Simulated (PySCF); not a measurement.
Be(OMe)(SH) (CH4BeOS), SMILES [SH][Be][O]C. Atoms are numbered in the order given.

```xyz
8

Be     0.1042     0.0347     0.0616
O     -0.8255    -0.4513    -0.8499
C     -1.7972    -0.8723    -1.7377
H     -2.5526    -0.0834    -1.9073
H     -1.3530    -1.1325    -2.7153
H     -2.3207    -1.7674    -1.3561
S      1.4043     0.7144     1.2868
H      0.7278     0.2582     2.3691
```
Charge 0, spin multiplicity 1.

Geometry optimised at B3LYP-D3(BJ)/def2-SVP. Other conformers were not sampled.

All values below come from B3LYP/pcJ-1 run with PySCF.

Isotropic couplings with Fermi-contact, spin-dipole and both spin-orbit terms, one fixed conformer, no vibrational averaging. Isotopes: 13C, 1H.

```json
[
 {"pair": "C3–H4", "bonds apart": "1", "J (Hz)": "147.4"},
 {"pair": "C3–H5", "bonds apart": "1", "J (Hz)": "147.7"},
 {"pair": "C3–H6", "bonds apart": "1", "J (Hz)": "147.3"},
 {"pair": "H4–H5", "bonds apart": "2", "J (Hz)": "…"},
 {"pair": "H4–H6", "bonds apart": "2", "J (Hz)": "…"},
 {"pair": "H5–H6", "bonds apart": "2", "J (Hz)": "…"}
]
```

Q: Some entries are withheld; supply them. (The exact figures need the calculation; the answer reports its results.)

A: 
- H4–H5, J (Hz): -11.4
- H4–H6, J (Hz): -11.3
- H5–H6, J (Hz): -11.9
